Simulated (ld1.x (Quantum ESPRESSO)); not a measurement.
# As (Z = 33), RRKJ: configuration errors across variants

* Element: arsenic (As)
* Generator: ld1.x (Quantum ESPRESSO) 7.5
* Type: norm-conserving RRKJ (Kleinman–Bylander form)
* Functional: PBE
* Relativity: fully relativistic
* Frozen core: [Ar] 3d10
* Valence charge: 5
* Reference configuration: 4s2 4p3
* Partial waves: 4p (bound): rc 1.95 bohr; 4s (bound): rc 1.60 bohr
* Local potential: the s channel
* Core correction: a·sin(br)/r model core inside 1.45 bohr
* rho0: 0.02

Open shells are filled in proportion to 2j + 1 (rel_dist='average').

All-electron excitation energies from the reference (eV): (1) 4s2 4p2 9.152; (2) 4s2 4p1 27.074; (3) 4s2 4p0 54.782; (4) 4s1 4p0 105.428; (5) 4s0 4p5 19.046; (6) 4s1 4p4 9.412; (7) 4s2 4p3.3 -1.235.

1 further variants failed, have other tests or too few solved ones, and are left out.

A true bound ghost makes a file unfit for plane-wave use even where its test errors are small: the radial tests pick states by their node count and pass the ghost by.

Errors AE − PS in meV (a dash: test not solved or not reliable):

```csv
change,(1),(2),(3),(4),(5),(6),(7),bound ghosts
base,-2.8,-20,-69,-266,-52,-13,-0.1,none
wave 4p (bound): rc 1.95 bohr becomes 4p (bound): rc 1.52 bohr,-3.0,-23,-87,-313,-34,-8.3,-0.1,p1/2
wave 4p (bound): rc 1.95 bohr becomes 4p (bound): rc 1.74 bohr,-3.0,-22,-79,-289,-45,-11,-0.1,none
wave 4p (bound): rc 1.95 bohr becomes 4p (bound): rc 1.84 bohr,-3.0,-21,-75,-279,-49,-12,-0.1,none
wave 4p (bound): rc 1.95 bohr becomes 4p (bound): rc 2.34 bohr,-2.5,-19,-68,-277,-41,-10,-0.1,p1/2
wave 4p (bound): rc 1.95 bohr becomes 4p (bound): rc 2.56 bohr,-2.7,-22,-83,-313,-29,-7.2,-0.1,p1/2
wave 4p (bound): rc 1.95 bohr becomes 4p (bound): rc 2.66 bohr,-3.1,-26,-99,-348,-20,-5.0,-0.1,p1/2
wave 4p (bound): rc 1.95 bohr becomes 4p (bound): rc 2.92 bohr,-4.0,-35,-138,-427,-3.1,-0.7,-0.1,"p3/2, p1/2"
```

**Question.** Give the same row for: wave 4p (bound): rc 1.95 bohr becomes 4p (bound): rc 2.04 bohr.

**Answer.** -2.7, -19, -67, -263, -52, -13, -0.1; bound ghosts: none.
